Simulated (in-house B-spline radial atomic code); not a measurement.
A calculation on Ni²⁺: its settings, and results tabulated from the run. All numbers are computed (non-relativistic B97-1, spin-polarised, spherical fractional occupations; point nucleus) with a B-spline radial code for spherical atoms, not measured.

In the input, 3d5,1 would mean five up and one down electron.

Command:
```bash
python run_scf.py task.json out
```
Settings:
```
Z                28
configuration    1s2 2s2 2p6 3s2 3p6 3d3,5
hamiltonian      nr
method           b97_1
spin_polarised   True
```

Output (hartree, bohr):
```
 radial grid: 49 intervals, B-splines of order 8, outer radius 25.5556 bohr

 iter        energy (Eh)    residual
    1       -1495.986288    4.18e-01
    2       -1497.496423    6.68e-01
    3       -1506.950113    7.26e-02
    4       -1507.115802    3.46e-02
    5       -1507.124735    1.48e-02
    6       -1507.128001    8.76e-03
    7       -1507.130351    1.72e-04
    8       -1507.130352    5.26e-05
    9       -1507.130352    2.87e-06
   10       -1507.130352    2.06e-07

 total energy                     -1507.13035
 kinetic                            1505.9492
 electron-nucleus                  -3578.7688
 Hartree                             628.0908
 exact exchange                      -12.7518
 exchange-correlation                -49.6497

 orbital      occ     eigenvalue          <r>       <r^2>       <1/r>     <1/r^3>       r_max
 1s up      1.000      -300.7009    0.0548292  0.00402954     27.5124           -     0.03615
 1s down    1.000      -300.7010    0.0548295   0.0040296     27.5123           -     0.03615
 2s up      1.000       -36.6186     0.247914   0.0724502     5.95938           -      0.2074
 2s down    1.000       -36.6708     0.248173   0.0726125     5.95298           -      0.2075
 2p up      3.000       -32.0287     0.216429   0.0574089     5.91192     598.062      0.1661
 2p down    3.000       -32.0707     0.216721   0.0575834     5.90599     596.809      0.1662
 3s up      1.000        -4.8334     0.751313    0.651868     1.87869           -      0.6484
 3s down    1.000        -4.9387     0.749433    0.648387     1.88529           -      0.6478
 3p up      3.000        -3.4105     0.785198    0.727559     1.74908     74.3731      0.6523
 3p down    3.000        -3.5243     0.781506     0.72007     1.75845     75.4146      0.6511
 3d up      3.000        -1.0157     0.988969      1.2849      1.3644     6.89827      0.6368
 3d down    5.000        -1.1759     0.943316     1.15188     1.40853     7.32714      0.6272
```

Cost of the run: 0.1 s on 1 thread of Arm Neoverse V2, on a shared host.

Caution: exact exchange at fractional occupations of open shells leaves self-interaction of up to several eV.
